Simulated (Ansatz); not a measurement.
Ansatz (an electronic-structure program) job for TlI, SMILES [Tl][I], CAM-B3LYP/def2-TZVPD. Geometry: B3LYP-D3(BJ)/def2-TZVP. The def2 effective core potentials stand for the cores of I, Tl; spin–orbit coupling is left out.

Ansatz 0.2 input:
```yaml
crystal:
  periodic: [false, false, false]
  atoms:
    - {symbol: Tl, position_ang: [0.00000000, 0.00000000, -1.13760243]}
    - {symbol: I, position_ang: [0.00000000, 0.00000000, 1.73859995]}
basis:
  gaussian:
    orbitals: def2-TZVPD
hamiltonian:
  xc: {name: CAM-B3LYP}
```

Program output:

```
WARN ansatz: RAYON_NUM_THREADS=1 ignored (pool sized by the plan → 1); use --threads N
Functional definition: CAM-B3LYP
integrals: 0.05 GiB planned
934 factors; their error is unknown
integrals: 0.08 GiB planned
262 factors; integrals over basis functions are off by at most 4.5e-5 eV
mean field: 0.47 GiB planned
mean field evaluation 1: about -12795.7533 eV, gradient 1.4e1 eV
mean field evaluation 2: about -12795.7872 eV, gradient 1.8e1 eV
mean field evaluation 4: about -12796.6761 eV, gradient 4.9e-1 eV
mean field evaluation 8: about -12796.6757 eV, gradient 5.4e-2 eV
mean field evaluation 16: about -12796.8933 eV, gradient 5.8e-5 eV
mean field -12796.89333939 eV, -470.2771561769 hartree, gradient 5.8e-5 eV, S^2 0.000000; 0 other end points of the search recorded, 0 dependent functions left out
reference -12796.89344393 eV, -470.2771600183 hartree; 23, 23 occupied and 92, 92 virtual orbitals, 934 factors
Total energy: -12796.89344393 eV, -470.2771600183 hartree
```

The calculation finished and met its thresholds.
